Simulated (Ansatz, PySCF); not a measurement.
NP, SMILES N#P. Atoms are numbered in the order given.

```xyz
2

N      0.0000     0.0000    -1.0062
P      0.0000     0.0000     0.4759
```
Charge 0, spin multiplicity 1.

Geometry: B3LYP-D3(BJ)/def2-TZVPD.

Two levels are set side by side: PBE-D3(BJ)/def2-TZVPD (Ansatz, an electronic-structure program) and B3LYP-D3(BJ)/def2-TZVPD (Ansatz). Each level has its own optimised geometry; the coordinates shown are those of the second. Frequencies come from the Hessian of PySCF at each geometry. Differences are taken from unrounded values.

```tsv
quantity	B3LYP-D3(BJ)
bond N1–P2 (Å)	1.482
highest harmonic wavenumber (cm⁻¹)	1405
mean harmonic wavenumber (cm⁻¹)	1405
zero-point energy (kcal/mol)	2.01
```

Q: What does PBE-D3(BJ) give, and how far is it from B3LYP-D3(BJ)? (The exact figures need the calculation; the answer reports its results.)

A: 
```tsv
quantity	PBE-D3(BJ)	PBE-D3(BJ) minus B3LYP-D3(BJ)
bond N1–P2 (Å)	1.499	0.017
highest harmonic wavenumber (cm⁻¹)	1341	-64
mean harmonic wavenumber (cm⁻¹)	1341	-64
zero-point energy (kcal/mol)	1.92	-0.09
```
